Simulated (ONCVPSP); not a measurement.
# Ranking ONCV potentials for argon (Ar)

All share these settings but for the change named:

ONCVPSP 4.0.1 input, shortened (lines: element, Z, core and valence counts, functional; n l f; lmax; l rc ep ncon nbas qcut; lloc lpopt rc5 dvloc0; l nproj debl; icmod fcfact rcfact), BLYP, scalar-relativistic:

```
  Ar 18.00    3    2  -106131      upf
    1    0    2.00
    2    0    2.00
    2    1    6.00
    3    0    2.00
    3    1    5.50
    1
    0    1.25    0.00    4    9    4.80
    1    1.30    0.00    4    8    5.70
    4    4    1.00    3.00
    0    2    2.40
    1    2    3.40
    0    0.00    0.00
```

Test errors are all-electron minus pseudo excitation energies from the reference, over 3s2 3p6; 3s2 3p5; 3s2 3p4; 3s1 3p6. None of these files shows a bound ghost.

The base gives 8.2 meV.

Of 6 variants that were run, those that failed, showed a ghost or another fault, or gave nearly equal values are left out.

A variant can come out equal or close to the base, since the largest error may sit in a test that the change hardly touches while other tests move.

**Question.** Rank these variants by their largest absolute test error, smallest first.
A. all radii scaled by about 1.23 (s 1.54, p 1.60 bohr); local potential polynomial inside 1.22 bohr (lpopt 4, dvloc0 3 Ha)
B. all radii scaled by about 0.89 (s 1.12, p 1.16 bohr); local potential polynomial inside 0.90 bohr (lpopt 4, dvloc0 3 Ha)
C. all radii scaled by about 1.29 (s 1.62, p 1.68 bohr); local potential polynomial inside 1.30 bohr (lpopt 4, dvloc0 3 Ha)

**Answer.** B (7.9 meV), A (11.0 meV), C (14.5 meV).
